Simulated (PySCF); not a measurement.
Job for PySCF: R-B3LYP/6-31G* on aminoborane (SMILES BN), a point of a bond scan (R = 1.007 Å).

```python
from pyscf import gto, scf, dft, mp
from pyscf.data.elements import chemcore

mol = gto.M(
    atom='''
    B    -0.77598333    0.04477233   -0.00303336
    N     0.60927771   -0.03515382    0.00238170
    H    -1.41381575   -0.96287333   -0.03105655
    H    -1.29389237    1.11910141    0.02047198
    H     1.20971392    0.77280035    0.02532482
    H     1.11296685   -0.90681330   -0.01624534
    ''',
    basis='6-31g*',
    cart=True,
    charge=0, spin=0, verbose=3, max_memory=1800)
mf = dft.RKS(mol, xc='b3lyp')
mf.conv_tol = 1e-8
mf.max_cycle = 100
mf.kernel()
if not mf.converged:
    mf = mf.newton().run(mf.mo_coeff, mf.mo_occ)
```

Predict the final total energy.

-82.0393 hartree.
